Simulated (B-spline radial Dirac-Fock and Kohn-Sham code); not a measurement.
Compton profile of Dy²⁵⁺

System: the Dy²⁵⁺ ion, [Kr] 4d5.

These are calculated numbers from a B-spline atomic structure program; the model is the impulse approximation on relativistic Hartree-Fock (Dirac-Fock) wave functions, averaged over the configuration. pz is in atomic units of momentum; subshell profiles are per electron, for a selection of subshells; open shells are spread over both j values by their weights.

```
 pz   J total   J 1s1/2   J 2s1/2   J 3p3/2   J 4d5/2
  0     2.600    0.0117    0.0418    0.0571    0.0870
0.3     2.594    0.0117    0.0417    0.0571    0.0870
0.4     2.589    0.0117    0.0417    0.0571    0.0870
0.5     2.583    0.0117    0.0417    0.0571    0.0870
0.6     2.576    0.0117    0.0416    0.0571    0.0870
0.8     2.557    0.0117    0.0416    0.0571    0.0870
  1     2.533    0.0117    0.0415    0.0570    0.0870
1.2     2.504    0.0117    0.0413    0.0570    0.0870
1.4     2.469    0.0117    0.0412    0.0570    0.0869
1.6     2.428    0.0117    0.0410    0.0569    0.0867
1.8     2.383    0.0117    0.0408    0.0568    0.0864
  2     2.332    0.0117    0.0406    0.0566    0.0860
2.5     2.186    0.0117    0.0399    0.0561    0.0839
  3     2.019    0.0117    0.0392    0.0552    0.0799
  4     1.665    0.0116    0.0372    0.0520    0.0653
  5     1.352    0.0116    0.0350    0.0470    0.0454
  7    0.9445    0.0114    0.0296    0.0331    0.0146
 10    0.6203    0.0110    0.0209    0.0139   0.00400
 15    0.3119    0.0102   0.00942   0.00285   0.00315
 20    0.1695   0.00926   0.00357   0.00225   0.00139
 30   0.06251   0.00708   0.00107   0.00135  0.000183
 40   0.02827   0.00509   0.00101  0.000501  2.76e-05
 60  0.008484   0.00239  0.000570  6.52e-05  1.22e-06
100  0.001484  0.000541  0.000109  2.74e-06    < 1e-6
```

J(0) = 2.600. The 4p3/2 subshell gives the largest part, 18 %.

Mean momentum ⟨p⟩ by subshell (a.u.): 1s1/2 65.4, 2s1/2 23.3, 2p1/2 30.9, 2p3/2 28.2, 3s1/2 11.8, 3p1/2 14.1, 3p3/2 13.3, 3d3/2 15.9, 3d5/2 15.6, 4s1/2 6.64, 4p1/2 7.44, 4p3/2 7.16, 4d3/2 8.02, 4d5/2 7.92.
